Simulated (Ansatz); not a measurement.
Reactions of `F[Si](F)(F)O[SiH3]`.

Calculated with Ansatz (gas phase, PBE0-D4/def2-TZVP geometries, no zero-point term in ΔE). CCSD(T)/CBS is the MP2 limit (def2-TZVPP, def2-QZVPP) plus CCSD(T) − MP2 in def2-TZVPP, frozen cores. This one scheme is used for every species, atoms too. For atomizations the MP2-based limit and the directly extrapolated one differ by several kJ/mol either way, and by 10 to 25 for some Ge, Se and Sn compounds, so smaller differences from it don't rank the levels. DFT in def2-TZVPP. B3LYP here is the variant with VWN-RPA as its local correlation; programs differ in this. No spin–orbit coupling; open shells (•) take unrestricted orbitals. Spin–orbit coupling would lower the free atoms: a little for F, O, Si. Elements past krypton have def2 core potentials. For Br, In outer-core shells are correlated without core-valence functions, so the limit isn't a true one: a few kJ/mol of doubt a bond, and 10 to 20 or more in all where bonds break to atoms. Scalar relativity is left out up to krypton. Each species was taken in one conformer, which may not be the lowest.

```json
{"reaction": "`F[Si](F)(F)O[SiH3]` + HBr → `F[Si](F)(F)Br` + `O[SiH3]`", "CCSD(T)/CBS(def2) (kJ/mol)": "51"}
{"reaction": "`F[Si](F)(F)O[SiH3]` → F₂ + `F[Si]O[SiH3]`", "CCSD(T)/CBS(def2) (kJ/mol)": "1005"}
{"reaction": "`F[Si](F)(F)O[SiH3]` + `C[CH2][InH][OH]` → `C[CH2][InH][O][SiH3]` + `O[Si](F)(F)F`", "CCSD(T)/CBS(def2) (kJ/mol)": "?"}
{"reaction": "`F[Si](F)(F)O[SiH3]` → 3 F• + 3 H• + O• + 2 Si•", "CCSD(T)/CBS(def2) (kJ/mol)": "3742"}
{"reaction": "`F[Si](F)(F)O[SiH3]` + `ClC1O[SiH2]1` → `[SiH3]C1(Cl)O[SiH2]1` + `O[Si](F)(F)F`", "CCSD(T)/CBS(def2) (kJ/mol)": "?"}
{"reaction": "`F[Si](F)(F)O[SiH3]` → F• + `F[Si](F)O[SiH3]`•", "CCSD(T)/CBS(def2) (kJ/mol)": "707"}
{"reaction": "`F[Si](F)(F)O[SiH3]` + H₂O → `O[Si](F)(F)O[SiH3]` + H–F", "CCSD(T)/CBS(def2) (kJ/mol)": "37"}
{"reaction": "`F[Si](F)(F)O[SiH3]` + `OC(O)O` → `OC(O)O[SiH3]` + `O[Si](F)(F)F`", "CCSD(T)/CBS(def2) (kJ/mol)": "20"}
{"reaction": "`F[Si](F)(F)O[SiH3]` + H₂ → `F[SiH](F)O[SiH3]` + H–F", "CCSD(T)/CBS(def2) (kJ/mol)": "128"}
{"reaction": "`F[Si](F)(F)O[SiH3]` + `O[SiH](O)O` → `O[SiH](O)O[Si](F)(F)F` + `O[SiH3]`", "CCSD(T)/CBS(def2) (kJ/mol)": "?"}
```

Question: Fill in the missing values. (Best estimate.)

Answer: Ansatz gave: `F[Si](F)(F)O[SiH3]` + `C[CH2][InH][OH]` → `C[CH2][InH][O][SiH3]` + `O[Si](F)(F)F`: -8.7 kJ/mol; `F[Si](F)(F)O[SiH3]` + `ClC1O[SiH2]1` → `[SiH3]C1(Cl)O[SiH2]1` + `O[Si](F)(F)F`: +104.0 kJ/mol; `F[Si](F)(F)O[SiH3]` + `O[SiH](O)O` → `O[SiH](O)O[Si](F)(F)F` + `O[SiH3]`: +0.8 kJ/mol.

Largest T1 diagnostic: 0.015, for `[SiH3]C1(Cl)O[SiH2]1`.
